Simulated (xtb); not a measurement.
C2H6Cd, triplet, geometry from GFN2-xTB (such geometries of metal compounds can be far from the true shape) (a higher spin typed on purpose: for a closed-shell molecule this is an excited state); GFN2-xTB (xtb).

xtb was given this input:
```
$ xtb mol.xyz --gfn 2 --chrg 0 --uhf 2 --json

# file mol.xyz
9

Cd    -0.36325302     0.07893351    -0.41629518
C      2.28467637     0.01929830    -0.08211532
H      2.50835171    -0.91916368     0.40214515
H      2.51068612     0.88762008     0.51971244
H      2.64433135     0.08518212    -1.10102879
C     -0.42640814    -0.42125665     2.20737359
H     -0.76316033    -1.44964137     2.22979478
H     -1.16650401     0.29149125     2.54836522
H      0.55283081    -0.27254651     2.63163046
```

What the program printed (banner, timings and long lists left out):

```
   ID    Z sym.   atoms
    1   48 Cd     1
    2    6 C      2, 6
    3    1 H      3-5, 7-9

           -------------------------------------------------
          |                Calculation Setup                |
           -------------------------------------------------

molecular fragmentation (1/2 indicates fragments):
111122222
# atoms in fragment 1/2:     4     5
 fragment masses (1/2) :      126.44       16.04
CMA distance (Bohr)    :   4.670
constraining FC (au)   :  0.0500

           -------------------------------------------------
          |                 G F N 2 - x T B                 |
           -------------------------------------------------

          ...................................................
          :                      SETUP                      :
          :.................................................:
          :  # basis functions                  18          :
          :  # atomic orbitals                  18          :
          :  # shells                           12          :
          :  # electrons                        16          :
          :  max. iterations                   250          :
          :  Hamiltonian                  GFN2-xTB          :
          :  restarted?                      false          :
          :  GBSA solvation                  false          :
          :  PC potential                    false          :
          :  electronic temp.          300.0000000     K    :
          :  accuracy                    1.0000000          :
          :  -> integral cutoff          0.2500000E+02      :
          :  -> integral neglect         0.1000000E-07      :
          :  -> SCF convergence          0.1000000E-05 Eh   :
          :  -> wf. convergence          0.1000000E-03 e    :
          :  Broyden damping             0.4000000          :
          :  net charge                          0          :
          :  unpaired electrons                  2          :
          ...................................................

 iter      E             dE          RMSdq      gap      omega  full diag
   1     -7.7827076 -0.778271E+01  0.131E+01    4.86       0.0  T
   2     -7.8287448 -0.460372E-01  0.372E+00    6.03       1.0  T
   3     -7.8295936 -0.848784E-03  0.447E+00    5.61       1.0  T
   4     -7.8527339 -0.231402E-01  0.447E-01    6.08       1.0  T
   5     -7.8527804 -0.465104E-04  0.101E-01    6.07       1.0  T
   6     -7.8527861 -0.572499E-05  0.741E-02    6.07       1.0  T
   7     -7.8528026 -0.165427E-04  0.428E-02    6.07       1.0  T
   8     -7.8528046 -0.199927E-05  0.717E-03    6.07       4.7  T
   9     -7.8528046  0.499142E-07  0.783E-03    6.07       4.3  T
  10     -7.8528048 -0.233974E-06  0.516E-04    6.07      64.6  T
  11     -7.8528048 -0.107777E-08  0.266E-04    6.07     125.3  T

   *** convergence criteria satisfied after 11 iterations ***

 transition dipole moment (au) for excitation:           8           9
     X       Y       Z
  -1.4409  -0.2322   1.2046  total (au/Debye):    1.892   4.810
 dE (eV)             :    1.590
 oscillator strength :  0.19734E+00

         :::::::::::::::::::::::::::::::::::::::::::::::::::::
         ::                     SUMMARY                     ::
         :::::::::::::::::::::::::::::::::::::::::::::::::::::
         :: total energy              -7.744037129498 Eh    ::
         :: gradient norm              0.000055267993 Eh/a0 ::
         :: HOMO-LUMO gap              6.067935750560 eV    ::
         ::.................................................::
         :: SCC energy                -7.852801155538 Eh    ::
         :: -> isotropic ES            0.015800687532 Eh    ::
         :: -> anisotropic ES          0.005158431767 Eh    ::
         :: -> anisotropic XC          0.008126943079 Eh    ::
         :: -> dispersion             -0.004670375033 Eh    ::
         :: repulsion energy           0.108764026040 Eh    ::
[...]
         2        2.0000           -0.5522342             -15.0271
         3        2.0000           -0.4522952             -12.3076
         4        2.0000           -0.4519332             -12.2977
         5        2.0000           -0.4484281             -12.2024
         6        2.0000           -0.4473804             -12.1738
         7        2.0000           -0.3735024             -10.1635
         8        1.0000           -0.3198079              -8.7024
         9        1.0000           -0.2613591              -7.1119 (HOMO)
        10                         -0.0383666              -1.0440 (LUMO)
        11                          0.0608342               1.6554
        12                          0.0851900               2.3181
        13                          0.2563614               6.9759
        14                          0.2661001               7.2410
        15                          0.2716467               7.3919
        16                          0.2791868               7.5971
        17                          0.3125516               8.5050
        18                          0.3510866               9.5536
      -------------------------------------------------------------
                  HL-Gap            0.2229925 Eh            6.0679 eV
             Fermi-level           -0.2482590 Eh           -6.7555 eV

     #   Z          covCN         q      C6AA      α(0)
     1  48 Cd       0.775     0.167   437.682    48.666
     2   6 C        3.166    -0.188    32.529     9.320
     3   1 H        0.926     0.038     2.482     2.464
     4   1 H        0.926     0.035     2.512     2.478
     5   1 H        0.925     0.030     2.581     2.512
     6   6 C        3.163    -0.188    32.530     9.322
     7   1 H        0.925     0.032     2.555     2.500
     8   1 H        0.925     0.031     2.569     2.507
     9   1 H        0.926     0.042     2.425     2.435

 Mol. C6AA /au·bohr⁶  :       1710.573775
 Mol. C8AA /au·bohr⁸  :      86305.706199
 Mol. α(0) /au        :         82.204724

Wiberg/Mayer (AO) data.
largest (>0.10) Wiberg bond orders for each atom

 ---------------------------------------------------------------------------
     #   Z sym  total        # sym  WBO       # sym  WBO       # sym  WBO
 ---------------------------------------------------------------------------
     1  48 Cd   1.086 --     2 C    0.457     6 C    0.455
     2   6 C    3.481 --     3 H    0.970     4 H    0.968     5 H    0.964
                             1 Cd   0.457     6 C    0.117
     3   1 H    0.999 --     2 C    0.970
     4   1 H    0.999 --     2 C    0.968
     5   1 H    0.999 --     2 C    0.964
     6   6 C    3.478 --     9 H    0.975     7 H    0.963     8 H    0.963
                             1 Cd   0.455     2 C    0.117
     7   1 H    0.999 --     6 C    0.963
     8   1 H    0.999 --     6 C    0.963
     9   1 H    0.998 --     6 C    0.975
 ---------------------------------------------------------------------------

Topologies differ in total number of bonds
Writing topology from bond orders to xtbtopo.mol

molecular dipole:
                 x           y           z       tot (Debye)
 q only:       -0.351       0.074      -0.391
   full:       -0.406       0.081      -0.443       1.541
molecular quadrupole (traceless):
                xx          xy          yy          xz          yz          zz
 q only:       -0.746      -0.156       1.130       0.782       0.310      -0.384
  q+dip:       -0.168      -0.160       0.039       0.921      -0.029       0.129
   full:       -1.124      -0.064       2.000       0.390       0.556      -0.876

           -------------------------------------------------
          | TOTAL ENERGY               -7.744037129498 Eh   |
          | GRADIENT NORM               0.000055267993 Eh/α |
          | HOMO-LUMO GAP               6.067935750560 eV   |
           -------------------------------------------------

normal termination of xtb
```
